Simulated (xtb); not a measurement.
C3H6Cl (SMILES C[C](C)Cl), doublet, from a rough starting geometry; xtb with GFN2-xTB.

Input for xtb:
```
$ xtb mol.xyz --gfn 2 --uhf 1 --opt vtight --json

# file mol.xyz
10

C     -1.24312575     0.06852778    -0.36980668
C     -0.06608193    -0.32572479     0.37080489
C      1.30399101     0.02356703     0.01673118
Cl    -0.32912022    -0.75320898     2.03953776
H     -1.56686830     1.06191368    -0.01419535
H     -1.00502573     0.12352749    -1.45809733
H     -2.13300540    -0.54377232    -0.22396265
H      1.98724097    -0.78573175     0.18149367
H      1.72457480     0.84787303     0.60048812
H      1.43117698     0.24270712    -1.08013047
```

**Question.** What does xtb print? Leave out banner, timings and long lists.

**Answer.** 
```
   ID    Z sym.   atoms
    1    6 C      1-3
    2   17 Cl     4
    3    1 H      5-10

           -------------------------------------------------
          |                Calculation Setup                |
           -------------------------------------------------

           -------------------------------------------------
          |                 G F N 2 - x T B                 |
           -------------------------------------------------

          ...................................................
          :                      SETUP                      :
          :.................................................:
          :  # basis functions                  28          :
          :  # atomic orbitals                  27          :
          :  # shells                           15          :
          :  # electrons                        25          :
          :  max. iterations                   250          :
          :  Hamiltonian                  GFN2-xTB          :
          :  restarted?                      false          :
          :  GBSA solvation                  false          :
          :  PC potential                    false          :
          :  electronic temp.          300.0000000     K    :
          :  accuracy                    1.0000000          :
          :  -> integral cutoff          0.2500000E+02      :
          :  -> integral neglect         0.1000000E-07      :
          :  -> SCF convergence          0.1000000E-05 Eh   :
          :  -> wf. convergence          0.1000000E-03 e    :
          :  Broyden damping             0.4000000          :
          :  net charge                          0          :
          :  unpaired electrons                  1          :
          ...................................................

 iter      E             dE          RMSdq      gap      omega  full diag
   1    -14.0794847 -0.140795E+02  0.287E+00    4.17       0.0  T
   2    -14.1057446 -0.262599E-01  0.147E+00    4.77       1.0  T
   3    -14.1069486 -0.120402E-02  0.794E-01    4.57       1.0  T
   4    -14.1073118 -0.363207E-03  0.174E-01    4.63       1.0  T
   5    -14.1073859 -0.741317E-04  0.628E-02    4.61       1.0  T
   6    -14.1073884 -0.245137E-05  0.167E-02    4.62       1.9  T
   7    -14.1073887 -0.383948E-06  0.863E-03    4.62       3.7  T
   8    -14.1073890 -0.206214E-06  0.586E-03    4.62       5.4  T
   9    -14.1073891 -0.171883E-06  0.152E-03    4.62      20.8  T
  10    -14.1073891 -0.665159E-08  0.709E-04    4.62      44.6  T
  11    -14.1073891 -0.111597E-08  0.378E-04    4.62      83.6  T

   *** convergence criteria satisfied after 11 iterations ***

         :::::::::::::::::::::::::::::::::::::::::::::::::::::
         ::                     SUMMARY                     ::
         :::::::::::::::::::::::::::::::::::::::::::::::::::::
         :: total energy             -13.962247385828 Eh    ::
         :: gradient norm              0.061155414794 Eh/a0 ::
         :: HOMO-LUMO gap              4.622583250168 eV    ::
         ::.................................................::
         :: SCC energy               -14.107385859548 Eh    ::
         :: -> isotropic ES            0.005770201344 Eh    ::
         :: -> anisotropic ES          0.000942433018 Eh    ::
         :: -> anisotropic XC          0.005850341394 Eh    ::
         :: -> dispersion             -0.004928220554 Eh    ::
         :: repulsion energy           0.145138473720 Eh    ::
         :: add. restraining           0.000000000000 Eh    ::
         :: total charge               0.000000000000 e     ::
         :::::::::::::::::::::::::::::::::::::::::::::::::::::

      -----------------------------------------------------------
     |                   =====================                   |
     |                        A N C O P T                        |
     |                   =====================                   |
[...]
 * total energy  :   -13.9676030 Eh     change       -0.2763378E-04 Eh
 * total energy  :   -13.9676260 Eh     change       -0.2303248E-04 Eh
 * total energy  :   -13.9676368 Eh     change       -0.1081495E-04 Eh
 * total energy  :   -13.9676404 Eh     change       -0.3534686E-05 Eh
 * total energy  :   -13.9676427 Eh     change       -0.2368110E-05 Eh
 * total energy  :   -13.9676431 Eh     change       -0.4159546E-06 Eh
 * total energy  :   -13.9676433 Eh     change       -0.1534912E-06 Eh
 * total energy  :   -13.9676434 Eh     change       -0.1048929E-06 Eh
 * total energy  :   -13.9676436 Eh     change       -0.2103520E-06 Eh
 * total energy  :   -13.9676439 Eh     change       -0.2715567E-06 Eh
 * total energy  :   -13.9676441 Eh     change       -0.2231033E-06 Eh
 * total energy  :   -13.9676442 Eh     change       -0.6696451E-07 Eh
   *** GEOMETRY OPTIMIZATION CONVERGED AFTER 22 ITERATIONS ***
         :: total energy             -13.967644171487 Eh    ::
[...]
        12        2.0000           -0.4126945             -11.2300
        13        1.0000           -0.3004593              -8.1759 (HOMO)
        14                         -0.1216283              -3.3097 (LUMO)
        15                          0.0176671               0.4807
        16                          0.0246601               0.6710
        17                          0.0248047               0.6750
        18                          0.0321128               0.8738
        19                          0.1068446               2.9074
        20                          0.1378744               3.7518
        21                          0.1734694               4.7203
        22                          0.1812904               4.9332
        23                          0.1888319               5.1384
        24                          0.2060858               5.6079
       ...                                ...                  ...
        27                          0.3095230               8.4225
      -------------------------------------------------------------
                  HL-Gap            0.1788311 Eh            4.8662 eV
             Fermi-level           -0.2838103 Eh           -7.7229 eV

     #   Z          covCN         q      C6AA      α(0)
     1   6 C        3.779    -0.110    22.620     6.776
     2   6 C        2.847     0.038    27.131     8.537
     3   6 C        3.779    -0.110    22.620     6.776
     4  17 Cl       0.947    -0.164   104.273    15.622
     5   1 H        0.924     0.058     2.224     2.332
     6   1 H        0.925     0.054     2.265     2.354
     7   1 H        0.925     0.060     2.200     2.319
     8   1 H        0.925     0.060     2.199     2.319
     9   1 H        0.924     0.058     2.224     2.332
    10   1 H        0.925     0.054     2.265     2.354

 Mol. C6AA /au·bohr⁶  :       1146.092961
 Mol. C8AA /au·bohr⁸  :      31009.321902
 Mol. α(0) /au        :         51.720445

Wiberg/Mayer (AO) data.
largest (>0.10) Wiberg bond orders for each atom

 ---------------------------------------------------------------------------
     #   Z sym  total        # sym  WBO       # sym  WBO       # sym  WBO
 ---------------------------------------------------------------------------
     1   6 C    3.995 --     2 C    1.066     7 H    0.975     6 H    0.974
                             5 H    0.944
     2   6 C    3.338 --     4 Cl   1.108     3 C    1.066     1 C    1.066
     3   6 C    3.995 --     2 C    1.066     8 H    0.975    10 H    0.974
                             9 H    0.944
     4  17 Cl   1.198 --     2 C    1.108
     5   1 H    0.994 --     1 C    0.944
     6   1 H    0.997 --     1 C    0.974
     7   1 H    0.996 --     1 C    0.975
     8   1 H    0.996 --     3 C    0.975
     9   1 H    0.994 --     3 C    0.944
    10   1 H    0.997 --     3 C    0.974
 ---------------------------------------------------------------------------

Topologies differ in total number of bonds
Writing topology from bond orders to xtbtopo.mol

molecular dipole:
                 x           y           z       tot (Debye)
 q only:        0.116       0.370      -0.694
   full:        0.097       0.423      -0.546       1.772
molecular quadrupole (traceless):
                xx          xy          yy          xz          yz          zz
 q only:        2.823      -0.367      -0.176       0.850       1.644      -2.647
  q+dip:        2.633      -0.335      -0.277       0.777       1.461      -2.356
   full:        2.281      -0.298      -0.373       0.653       1.289      -1.908

optimized geometry written to: xtbopt.xyz

           -------------------------------------------------
          | TOTAL ENERGY              -13.967644171487 Eh   |
          | GRADIENT NORM               0.000062246144 Eh/α |
          | HOMO-LUMO GAP               4.866240810752 eV   |
           -------------------------------------------------
```
